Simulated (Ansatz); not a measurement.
An input meant for Si₄Ni (charge 0, singlet; scaled by 1.25).

```yaml
crystal:
  periodic: [true, true, true]
  atoms:
    - {symbol: Ni, position_ang: [0.924642, -1.046552, 0.964151]}
    - {symbol: Si, position_ang: [0.146709, 1.742362, 0.251437]}
    - {symbol: Si, position_ang: [-1.069903, -0.701939, -1.214917]}
    - {symbol: Si, position_ang: [-1.779046, -0.117008, 1.573847]}
    - {symbol: Si, position_ang: [1.777586, 0.123137, -1.574518]}
basis:
  gaussian: {orbitals: def2-TZVPD}
magnetization: {spin_polarized: true, initial_magnetization: 0}
hamiltonian: {xc: {name: CAM-B3LYP}, dispersion: d3bjatm}
scf: {omitted_lower_state_checks: [starts]}
output: {forces: true}
```

```sh
$ ansatz run in.yaml --threads 4 --pin off --events-out ev --progress --plain --max-ram 8704MiB
```

(1) Predict how Ansatz answers.

Results:

(1) The program refused the input. The species is marked periodic without a cell.
```
Error: YAML parse error: error: line 2 column 3: crystal: missing field `lattice` (a structure is typed as `lattice` and `atoms`, a molecule's as `atoms` in Å alone, or read from a run's directory, `checkpoint`)
 --> <input>:2:3
1 | crystal:
2 |   periodic: [true, true, true]
3 |   atoms:
4 |     - {symbol: Ni, position_ang: [0.924642, -1.046552, 0.964151]}
```
